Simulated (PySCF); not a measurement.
C₂H₇N₂, SMILES N[CH]CN, multiplicity 2. The structure is a stationary point at B3LYP-D3(BJ)/def2-SVP. The isomer is the one that the SMILES or the coordinates give; other isomers of the formula were not compared. Other conformers were not sampled.

Level of theory: PySCF 2.14.0 with B3LYP-D3(BJ)/def2-SVP.

Harmonic wavenumbers (cm⁻¹): 193, 301, 314, 404, 520, 660, 740, 837, 914, 965, 1053, 1146, 1151, 1271, 1330, 1392, 1450, 1467, 1592, 1619, 2911, 2969, 3169, 3482, 3502, 3567, 3620. Rotational constants (GHz): 15.67, 5.570, 4.489; symmetry number 1.

Question: Work out the zero-point energy and the ideal-gas rigid-rotor harmonic-oscillator thermochemistry at 298.15 K and 1 atm.

Answer: ZPE = ½ Σ hcν = ½ × 42540 cm⁻¹ = 254.44 kJ/mol. H − E(el) = 270.71 kJ/mol. Entropy in J/(mol K): translation 159.62, rotation 101.34, vibration 32.83, spin 5.76, total 299.55. G − E(el) = 181.40 kJ/mol. Cp = 85.45 J/(mol K).
